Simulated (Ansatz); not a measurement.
System: C4H5N, charge 0, singlet. C4H5N (SMILES C=CCC#N).
B3LYP-D3(BJ)/def2-TZVP minimum from Ansatz (an electronic-structure program):
```
C
C 1 1.3237
H 2 1.0818 1 121.31
H 2 1.0839 3 116.92 1 -179.95
H 1 1.0845 2 120.50 3 -0.64
C 1 1.5080 5 115.79 2 -179.68
H 6 1.0919 1 110.55 5 -178.15
H 6 1.0950 7 107.17 1 120.20
C 6 1.4621 7 108.75 8 116.05
N 9 1.1496 8 149.92 6 178.33
```
Charge 0, spin multiplicity 1.

Total energies in cc-pVDZ, 26 correlated electrons, 5 frozen orbitals. UHF or UKS for unpaired electrons; spin-orbit terms are left out. Cores are frozen in correlated methods. No relativity.

```tsv
method	program	energy (Eh)	minus CCSDT(Q) (mEh)
HF	Ansatz	-208.81982	750.28
MP2	Ansatz	-209.49936	70.74
CCSD	Ansatz	-209.53932	30.78
CCSD(T)	Ansatz	-209.56690	3.20
CCSDT(Q)	Ansatz	-209.57010	0.00
```

Rough core times of Ansatz's runs on a shared machine: CCSD(T) under 20 s, CCSDT(Q) 2 h.
